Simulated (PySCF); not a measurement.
Compound: C₄H₇N₃OSi.
Numbering: `[N:1]#[C:2][Si@@H:3]1[NH:4][CH2:5][CH2:6][N:7]1[CH:8]=[O:9]`

Geometry (GFN2-xTB, Å), atoms numbered from 1 in this order:
```
atom  x, y, z in Å
N1     3.4593    1.0657   -0.5723
C2     2.5161    0.7109   -0.0290
Si3    1.0111    0.0434    0.8597
N4     0.5100   -1.5289    0.3855
C5    -0.5572   -1.5389   -0.5984
C6    -1.3566   -0.2511   -0.3777
N7    -0.4257    0.7278    0.1277
C8    -0.6303    2.0473    0.1604
O9     0.1568    2.8041    0.6779
H10    1.1063    0.2055    2.3000
H11    1.0808   -2.3557    0.3943
H12   -0.1580   -1.5633   -1.6210
H13   -1.1911   -2.4185   -0.4561
H14   -1.8214    0.0957   -1.3037
H15   -2.1433   -0.4202    0.3666
H16   -1.5644    2.3849   -0.3251
```

Probes without a nucleus sit at each ring's centroid and 1 Å off its mean plane on both sides; NICS is minus the shielding there, NICSzz its component along the normal. Level: GIAO PBE0/pcSseg-1 (PySCF, non-relativistic, gas phase) on the GFN2-xTB geometry, one conformer.

Ring bond lengths (Å), with Mayer bond orders in brackets: Si3–N4 1.717 (1.02), N4–C5 1.452 (0.95), C5–C6 1.532 (1.04), C6–N7 1.442 (0.89), N7–Si3 1.752 (0.80).

What do the NICS probes read (ppm)?

| ring | type | NICS(0) | NICS(1), two faces | NICS(1)zz, two faces | rms pucker (Å) | centre to ring atoms, mean (Å) |
| --- | --- | --- | --- | --- | --- | --- |
| Si3–N4–C5–C6–N7 | 5-membered ring with 2 N and Si; formal bonds all single | -7.2 | -3.0 / -2.5 | -2.8 / -1.7 | 0.12 | 1.33 |

What can be read from them?

- Si3–N4–C5–C6–N7: mean NICS(1)zz -2.2 ppm, near zero. Si3, C5, C6 have four or more neighbours, and the NICS criterion for π rings isn't applied.

Give the inner angles of the rings and the Hirshfeld charges of the ring atoms.

- Si3–N4–C5–C6–N7: Si3 90.2° (+0.469 e), N4 114.1° (-0.245 e), C5 106.3° (-0.017 e), C6 106.5° (-0.014 e), N7 114.2° (-0.138 e); sum 531.3° against 540° for a flat convex ring.

How shielded are the nuclei of the rings and their hydrogens (means over atoms taken as equivalent)?

| atoms | environment | σ isotropic (ppm) | principal values of the symmetric part, first atom (ppm) |
| --- | --- | --- | --- |
| Si3 | SiH silicon | 401.5 | 355.5, 406.6, 442.4 |
| N4 | silicon-bound nitrogen | 239.2 | 201.4, 234.8, 281.3 |
| C5 | sp3 carbon bound to nitrogen | 139.3 | 117.4, 134.9, 165.6 |
| C6 | sp3 carbon bound to nitrogen | 143.8 | 124.5, 141.6, 165.2 |
| N7 | amide nitrogen | 133.7 | 33.8, 126.4, 241.0 |
| H10 | Si–H hydrogen | 26.47 | 22.6, 24.2, 32.6 |
| H11 | N–H hydrogen | 31.16 | 22.4, 28.0, 43.1 |
| H12 | methylene hydrogen | 27.93 | 22.8, 26.3, 34.6 |
| H13 | methylene hydrogen | 28.21 | 23.4, 26.2, 35.0 |
| H14 | methylene hydrogen | 28.07 | 24.3, 26.3, 33.6 |
| H15 | methylene hydrogen | 28.14 | 22.9, 26.4, 35.2 |
